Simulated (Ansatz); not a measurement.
The cluster AlB₃⁺ (the lowest doublet isomer of a short search) was relaxed with PBE0-D4 (def2-TZVP) in Ansatz in these states: charge +1 doublet, charge +1 quartet. The geometries follow in no particular order.

A:

| atom | x (Å) | y (Å) | z (Å) |
| --- | --- | --- | --- |
| B1 | -0.233 | -0.746 | -1.228 |
| B2 | -0.255 | 0.065 | 0.099 |
| B3 | 1.260 | -0.496 | -0.777 |
| Al4 | -0.772 | 1.177 | 1.905 |

B:

| atom | x (Å) | y (Å) | z (Å) |
| --- | --- | --- | --- |
| B1 | -1.098 | 0.347 | 0.860 |
| B2 | 0.146 | 0.012 | -0.029 |
| B3 | -1.281 | -0.536 | -0.363 |
| Al4 | 2.233 | 0.178 | -0.468 |

Q: Judge from the bond lengths which geometry belongs to which state (an estimate).

A: A is the charge +1 quartet (B2–B3 1.838 Å, B1–B3 1.580 Å, B2–Al4 2.183 Å); B is the charge +1 doublet (B2–B3 1.565 Å, B1–B3 1.520 Å, B2–Al4 2.139 Å).

At PBE0-D4/def2-TZVP the charge 1 doublet is spin-contaminated (final ⟨S²⟩ up to 0.86, 0.75 for a pure state). At PBE0-D4/def2-TZVP a doublet lies 1.05 eV below the charge +1 quartet. These are the stationary points nearest to one start from a short search; other shapes may lie lower in each state.
